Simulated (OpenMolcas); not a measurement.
Levels of Ti by method

* Program: OpenMolcas 26.06
* Basis: ANO-RCC-VTZP [6s5p3d2f1g]
* Scalar Hamiltonian: DKH2, point nucleus
* Active space: 2 electrons in 5 orbitals (3d)
* State averaging: 2S+1 = 3 even, 10 roots; 2S+1 = 1 even, 15 roots
* Spin-orbit coupling: state interaction with AMFI integrals over the reference wave functions, term energies averaged over their components

Methods on the same reference wave functions:
A. CASSCF
B. SS-CASPT2, IPEA 0.25 Eh, imaginary shift 0.1 Eh (closed shells correlated: 3s 3p 4s)
C. XMS-CASPT2, IPEA 0.25 Eh, imaginary shift 0.1 Eh (closed shells correlated: 3s 3p 4s)

Energies in cm-1 above 3d2 4s2 3F2, the measured ground level; measured values from NIST Handbook of Basic Atomic Spectroscopic Data.

```
      Level      A      B      C  Measured
3d2 4s2 3F2    0.0    0.0    0.0       0.0
3d2 4s2 3F3    179    181    180       170
3d2 4s2 3F4    413    415    414       387
3d2 4s2 1D2  10597   6340   7620      7255
3d2 4s2 3P0  12733   9820  10370      8437
3d2 4s2 3P1  12795   9890  10440      8492
3d2 4s2 3P2  12924  10010  10560      8602
3d2 4s2 1G4  16290  12820  13560     12118
3d2 4s2 1S0  39290  27770  29270
```

Deviations, from unrounded energies. A percentage is the sum of absolute deviations over the sum of measured energies, with the sign that they share, or ± where signs differ.

```
                        Against measurement  Levels      A      B      C
             mean absolute deviation (cm-1)       7   2900    840   1100
      fine structure of the ground term (%)       2   +6.4   +7.1   +6.8
other terms of the ground configuration (%)       5  +45.5  ±12.9  +17.0
```

B lies closest to measurement on these levels and A furthest from it. The largest miss of B in the table is 3d2 4s2 3P2, by +1400 cm-1. The ranking rests on the paired levels alone, and a cruder setting can come out closer through cancelling errors.

Between B and C the level of the table that moves most is 3d2 4s2 1S0, by 1500 cm-1 (lowest in B, highest in C). Moves below CASPT2's spread within the term are not significant.

The mean deviations of B to C differ by less than CASPT2's widest spread within a term (1900 cm-1), so their order carries little weight.

From A to B the spin-free energies of the other terms of 3d2 4s2 shown, above 3F, scale by factors of 0.59 to 0.78.

The lowest spin-free term lies below A's lowest term by 0.359 hartree in B, 0.369 hartree in C.

CASPT2 does not keep the components of a term degenerate, so their means are used; among the terms shown or strongly mixed into the levels shown the widest spread is 1900 cm-1 (3d2 4s2 1G, C). With the s shell closed, the reference lacks s² → p², s² → d² and s → d mixing, so excited terms can stand far too high and out of order, with CASPT2 too. Without dynamic correlation excited terms often stand tens of per cent too high (terms of higher spin than the ground term too low), and those without a measured partner can miss by more than the paired ones (holds for A). Some terms miss by over 15 % even with CASPT2, which points to a basis or an active space too small for the shells correlated (holds for B; C). Computed and measured levels are paired by configuration, term and J; levels that our copy of the source lacks, or whose pairing is in doubt (as where it misses far off the trend of its configuration), stay unpaired and out of the deviations. Only configurations of the active space appear.
